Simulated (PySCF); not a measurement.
Isomers of CH9NSi2. All species are isolated molecules in the gas phase. One relaxed conformer stands for each flexible species; it need not be the lowest. Strings in code marks are SMILES.

The four lowest singlet excitations (Tamm–Dancoff). Calculation: B3LYP-D3(BJ)/def2-TZVP // PBE0-D4/def2-TZVP (PySCF). B3LYP has the VWN-RPA correlation part, as in Gaussian. Excitations are Tamm–Dancoff values on a coarser integration grid. The basis has no diffuse functions, so Rydberg states are missing or too high.

| state | energy (eV) | wavelength (nm) | oscillator strength |
|---|---|---|---|
| S1 | 5.77 | 215 | 0.004 |
| S2 | 6.27 | 198 | 0.014 |
| S3 | 6.57 | 189 | 0.001 |
| S4 | 6.80 | 182 | 0.032 |

Task: Identify which member gives these states.
(A) `[SiH3]CN[SiH3]` (Si–C–N–Si torsion 155°)
(B) `NC[SiH2][SiH3]`
(C) `C[SiH2]N[SiH3]` (C–Si–N–Si torsion 75°)
(D) `C[SiH2][SiH2]N`

Result: B, `NC[SiH2][SiH3]`
